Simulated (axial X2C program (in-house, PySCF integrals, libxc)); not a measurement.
## Low determinants of HfF at the PBE0 level, with spin–orbit coupling

Computed with an in-house all-electron X2C program for linear molecules (integrals from PySCF). Two-component (2c) means X2C with spin–orbit coupling and atomic mean-field two-electron Coulomb and Gaunt terms. Basis: Hf dyall-cv3z [13s14p9d7f4g], F dyall-av3z [7s6p3d2f] (cores contracted in-house); Gaussian nuclei, density fitting, unrestricted open shells. Masses: Hf 179.947 u, F 18.998 u.

Search at 1.860 Å (vertical energies from the lowest determinant):

```json
{"ΔE (eV)": "0.00", "state": "Ω = 3/2", "electrons beyond evenly filled partner blocks": "ω = 3/2", "electrons in ±ω = 1/2, 3/2, 5/2, 7/2": "48 23 8 2"}
{"ΔE (eV)": "0.37", "state": "Ω = 5/2", "electrons beyond evenly filled partner blocks": "ω = 5/2", "electrons in ±ω = 1/2, 3/2, 5/2, 7/2": "48 22 9 2"}
{"ΔE (eV)": "0.70", "state": "Ω = 1/2", "electrons beyond evenly filled partner blocks": "ω = 1/2", "electrons in ±ω = 1/2, 3/2, 5/2, 7/2": "49 22 8 2"}
{"ΔE (eV)": "1.02", "state": "Ω = 3/2", "electrons beyond evenly filled partner blocks": "ω = 1/2, ω = -3/2, ω = 5/2", "electrons in ±ω = 1/2, 3/2, 5/2, 7/2": "47 23 9 2"}
{"ΔE (eV)": "1.42", "state": "Ω = 1/2", "electrons beyond evenly filled partner blocks": "ω = 1/2", "electrons in ±ω = 1/2, 3/2, 5/2, 7/2": "47 24 8 2"}
{"ΔE (eV)": "1.61", "state": "Ω = 1/2", "electrons beyond evenly filled partner blocks": "2 × ω = -1/2, ω = 3/2", "electrons in ±ω = 1/2, 3/2, 5/2, 7/2": "48 23 8 2"}
{"ΔE (eV)": "1.64", "state": "Ω = 9/2", "electrons beyond evenly filled partner blocks": "ω = 1/2, ω = 3/2, ω = 5/2", "electrons in ±ω = 1/2, 3/2, 5/2, 7/2": "47 23 9 2"}
```

Lowest determinant, Ω = 3/2 (⟨Sz⟩ = -0.48, ⟨Lz⟩ = 1.98 at PBE0): Re = 1.852 Å, ωe = 677.8 cm⁻¹.

The determinant in row 2 of the search, Ω = 5/2 (⟨Sz⟩ = 0.50, ⟨Lz⟩ = 2.00 at PBE0), was followed along the bond at PBE0; measured from the minimum of the lowest determinant it gives:

Te = 0.365 eV (2947 cm⁻¹), Re = 1.848 Å, ωe = 683.1 cm⁻¹.

Problem. Compare the bond of the determinant in row 2 with that of the lowest one.

Solution. At PBE0 its Re is 0.004 Å shorter and its force constant, which goes as ωe², is 1.02 times that of the lowest determinant. T0 ≈ Te + Δωe/2 = 2947 + (3) = 2950 cm⁻¹.

The search compares states at one distance, so a state with another bond length can lie lower; it is not exhaustive and yields mostly the lowest determinant of each block pattern, so other components and higher states of one pattern are missing. These are energies of single determinants, not of spin-adapted states; PBE0 term energies can be off by some tenths of an eV, and the functional has no current term.
